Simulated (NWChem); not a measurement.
Molecule: BeH$_{2}$O; SMILES [OH][BeH]

```xyz
4

Be     0.0045    -0.8541     0.0001
H      0.0120    -2.1872     0.0003
O     -0.0035     0.5391    -0.0003
H     -0.0016     1.4863     0.0027
```
Atoms are numbered in this order, from 1.

The geometry was optimised at PBE0/def2-SVP.

Problem. Give the principal values of the shielding tensors (ppm) of Be1, O3 from PBE0/pcSseg-1, GIAO (NWChem), with their diamagnetic and paramagnetic parts as GIAO splits them.

Solution. 
| atom | σ11 | σ22 | σ33 | isotropic | diamagnetic | paramagnetic |
|---|---|---|---|---|---|---|
| Be1 | 82.9 | 82.9 | 158.5 | 108.1 | 148.2 | -40.2 |
| O3 | 236.7 | 236.7 | 414.0 | 295.8 | 392.3 | -96.5 |
